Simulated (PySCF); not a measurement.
PySCF input file for Cl₂H₂SSi, SMILES S[SiH](Cl)Cl, TDDFT-B3LYP/def2-SVPD. Geometry: r2SCAN-D4/def2-SVP. Other conformers were not sampled.

```python
import numpy as np
from pyscf import gto, scf, dft, tdscf

mol = gto.M(
    atom='''
    Si   -0.06639281    0.01281705    0.51325214
    S     1.81173338   -0.80232681   -0.06569992
    Cl   -0.30322105    1.94392288   -0.17328671
    Cl   -1.47947762   -1.21241660   -0.33668702
    H    -0.26930284    0.04996388    1.97913110
    H     2.51694519    0.17221988    0.55609084
    ''',
    basis='def2-SVPD',
    charge=0,
    spin=0,
    max_memory=1600,
    verbose=4,
)
mf = dft.RKS(mol, xc='b3lyp').density_fit(auxbasis='def2-universal-jkfit')
mf.grids.level = 3
mf.conv_tol = 1e-9
mf.max_cycle = 100
mf.kernel()
mf.grids = dft.Grids(mol).set(level=1).build(with_non0tab=True)  # coarser grid for the response kernel
td = tdscf.TDDFT(mf)
td.singlet = True
td.nstates = 10
td.conv_tol = 1e-4
td.kernel(x0=td.get_init_guess(mf, 15))
td.analyze()
tt = tdscf.TDA(mf)
tt.singlet = False
tt.nstates = 4
tt.conv_tol = 1e-4
tt.kernel(x0=tt.get_init_guess(mf, 9))
tt.analyze(verbose=3)
```

Program output:

```
PySCF version 2.14.0

[INPUT] verbose = 4
[INPUT] num. atoms = 6
[INPUT] num. electrons = 66
[INPUT] charge = 0
[INPUT] spin (= nelec alpha-beta = 2S) = 0
[INPUT] symmetry False subgroup None
[INPUT] Mole.unit = angstrom
[INPUT] Symbol           X                Y                Z      unit          X                Y                Z       unit  Magmom
[INPUT]  1 Si    -0.066392810000   0.012817050000   0.513252140000 AA   -0.125464227540   0.024220714225   0.969905977447 Bohr   0.0
[INPUT]  2 S      1.811733380000  -0.802326810000  -0.065699920000 AA    3.423679898933  -1.516177933296  -0.124154855206 Bohr   0.0
[INPUT]  3 Cl    -0.303221050000   1.943922880000  -0.173286710000 AA   -0.573004739703   3.673481850476  -0.327464422927 Bohr   0.0
[INPUT]  4 Cl    -1.479477620000  -1.212416600000  -0.336687020000 AA   -2.795807509223  -2.291135322876  -0.636246257496 Bohr   0.0
[INPUT]  5 H     -0.269302840000   0.049963880000   1.979131100000 AA   -0.508908612168   0.094418049321   3.740015743609 Bohr   0.0
[INPUT]  6 H      2.516945190000   0.172219880000   0.556090840000 AA    4.756337079641   0.325448406405   1.050859387979 Bohr   0.0

nuclear repulsion = 336.200286446979
number of shells = 51
number of NR pGTOs = 197
number of NR cGTOs = 121
basis = def2-SVPD
ecp = {}


[settings echo left out]
init E= -1609.24309191222
  HOMO = -0.30431253620377  LUMO = -0.0485972278416447  gap/eV = 6.95837
cycle= 1 E= -1608.95246840591  delta_E= 0.291  |g|= 0.36  |ddm|= 3.07
  HOMO = -0.278123274639352  LUMO = -0.0418483114647983  gap/eV = 6.42937
cycle= 2 E= -1608.92005191055  delta_E= 0.0324  |g|= 0.492  |ddm|= 1.39
  HOMO = -0.28726275987839  LUMO = -0.0242326731046956  gap/eV = 7.15741
cycle= 3 E= -1608.99196010984  delta_E= -0.0719  |g|= 0.0412  |ddm|= 0.83
  HOMO = -0.292005892504069  LUMO = -0.028387480153258  gap/eV = 7.17342
cycle= 4 E= -1608.99245535389  delta_E= -0.000495  |g|= 0.0144  |ddm|= 0.0908
  HOMO = -0.290518019935801  LUMO = -0.0267305510792442  gap/eV = 7.17802
cycle= 5 E= -1608.99252040488  delta_E= -6.51e-05  |g|= 0.00274  |ddm|= 0.0307
  HOMO = -0.290720644791543  LUMO = -0.0268173131359339  gap/eV = 7.18118
cycle= 6 E= -1608.99252294358  delta_E= -2.54e-06  |g|= 0.000717  |ddm|= 0.0063
  HOMO = -0.290693434786179  LUMO = -0.0268304293764867  gap/eV = 7.18008
cycle= 7 E= -1608.99252310359  delta_E= -1.6e-07  |g|= 0.000166  |ddm|= 0.00113
  HOMO = -0.290710622147136  LUMO = -0.0268274710066105  gap/eV = 7.18063
cycle= 8 E= -1608.99252311138  delta_E= -7.78e-09  |g|= 5.23e-05  |ddm|= 0.000338
  HOMO = -0.290702072777124  LUMO = -0.0268256794763859  gap/eV = 7.18044
cycle= 9 E= -1608.99252311228  delta_E= -9.07e-10  |g|= 5.06e-06  |ddm|= 9.02e-05
  HOMO = -0.290703067196502  LUMO = -0.0268264855441753  gap/eV = 7.18045
Extra cycle  E= -1608.99252311227  delta_E= 1.73e-11  |g|= 5.32e-06  |ddm|= 1.63e-05
converged SCF energy = -1608.99252311227
tot grids = 30304


******** <class 'pyscf.tdscf.rks.TDDFT'> for <class 'pyscf.df.df_jk.DFRKS'> ********
nstates = 10 singlet
deg_eia_thresh = 1.000e-03
wfnsym = None
conv_tol = 0.0001
eigh lindep = 1e-12
eigh level_shift = 0
eigh max_cycle = 100


Excitation energies (eV)
[5.95524208 6.35600316 6.45012247 6.93706166 7.35426706 7.46171005
 7.49955994 7.65564248 7.70742057 7.7789098 ]

** Singlet excitation energies and oscillator strengths **
Excited State   1:      5.95524 eV    208.19 nm  f=0.0042
      33 -> 34        0.63394
      33 -> 35       -0.27996
Excited State   2:      6.35600 eV    195.07 nm  f=0.0182
      33 -> 34       -0.26752
      33 -> 35       -0.64059
      33 -> 37        0.10781
Excited State   3:      6.45012 eV    192.22 nm  f=0.0214
      33 -> 36        0.70017
Excited State   4:      6.93706 eV    178.73 nm  f=0.0172
      32 -> 34       -0.22486
      33 -> 34       -0.11038
      33 -> 37       -0.64154
Excited State   5:      7.35427 eV    168.59 nm  f=0.0465
      32 -> 34        0.60001
      32 -> 35        0.10980
      32 -> 36       -0.17556
      32 -> 37        0.12007
      33 -> 37       -0.15267
      33 -> 38        0.17947
Excited State   6:      7.46171 eV    166.16 nm  f=0.0017
      30 -> 34        0.10310
      32 -> 34       -0.10891
      32 -> 35        0.56685
      32 -> 36       -0.32517
      33 -> 38       -0.14996
Excited State   7:      7.49956 eV    165.32 nm  f=0.0097
      29 -> 34        0.10601
      31 -> 34        0.66432
Excited State   8:      7.65564 eV    161.95 nm  f=0.0381
      29 -> 34       -0.10885
      32 -> 34       -0.14222
      33 -> 38        0.63035
Excited State   9:      7.70742 eV    160.86 nm  f=0.0283
      30 -> 34        0.23935
      31 -> 35        0.15483
      32 -> 35       -0.37270
      32 -> 36       -0.48923
Excited State  10:      7.77891 eV    159.39 nm  f=0.0175
      30 -> 34        0.58684
      30 -> 35        0.15543
      30 -> 36       -0.14455
      31 -> 35       -0.12915
      32 -> 36        0.22601

** Transition electric dipole moments (AU) **
state          X           Y           Z        Dip. S.      Osc.
  1         0.0878     -0.1180      0.0838      0.0286      0.0042
  2        -0.1504      0.1847     -0.2448      0.1167      0.0182
  3         0.0554     -0.2525      0.2614      0.1352      0.0214
  4        -0.2881      0.0442      0.1267      0.1010      0.0172
  5        -0.3829      0.0745      0.3254      0.2581      0.0465
  6         0.0389      0.0494      0.0735      0.0094      0.0017
  7         0.0241      0.2087      0.0924      0.0527      0.0097
  8         0.4203     -0.1288     -0.0982      0.2029      0.0381
  9         0.3456     -0.0671     -0.1604      0.1496      0.0283
 10        -0.2716     -0.0321      0.1312      0.0920      0.0175

** Transition velocity dipole moments (imaginary part, AU) **
state          X           Y           Z        Dip. S.      Osc.
  1         0.0192     -0.0250      0.0170      0.0013      0.0039
  2        -0.0359      0.0437     -0.0577      0.0065      0.0187
  3         0.0135     -0.0607      0.0626      0.0078      0.0219
  4        -0.0724      0.0122      0.0306      0.0063      0.0165
  5        -0.1056      0.0211      0.0866      0.0191      0.0471
  6         0.0126      0.0122      0.0192      0.0007      0.0016
  7         0.0063      0.0582      0.0255      0.0041      0.0099
  8         0.1175     -0.0338     -0.0314      0.0159      0.0377
  9         0.0979     -0.0209     -0.0444      0.0120      0.0282
 10        -0.0796     -0.0086      0.0388      0.0079      0.0185

** Transition magnetic dipole moments (imaginary part, AU) **
state          X           Y           Z
  1         0.0254     -0.3543     -0.3516
  2        -0.0654     -0.1774     -0.1521
  3        -0.2029      0.4735      0.1644
  4         0.4044      0.2808      0.2611
  5         0.0751     -0.0076      0.1434
  6         0.1147     -0.9558      0.1669
  7        -0.1191      0.1495     -0.2478
  8         0.4931      0.3258      0.0988
  9         0.1661     -0.3214      0.3656
 10        -0.1091      0.4887     -0.4463


******** <class 'pyscf.tdscf.rks.TDA'> for <class 'pyscf.df.df_jk.DFRKS'> ********
nstates = 4 triplet
deg_eia_thresh = 1.000e-03
wfnsym = None
conv_tol = 0.0001
eigh lindep = 1e-12
eigh level_shift = 0
eigh max_cycle = 100


Excitation energies (eV)
[5.55630492 5.90218255 6.31829951 6.51853668]

** Triplet excitation energies and oscillator strengths **
Excited State   1:      5.55630 eV    223.14 nm  f=0.0000
Excited State   2:      5.90218 eV    210.06 nm  f=0.0000
Excited State   3:      6.31830 eV    196.23 nm  f=0.0000
Excited State   4:      6.51854 eV    190.20 nm  f=0.0000
```

The run converged.
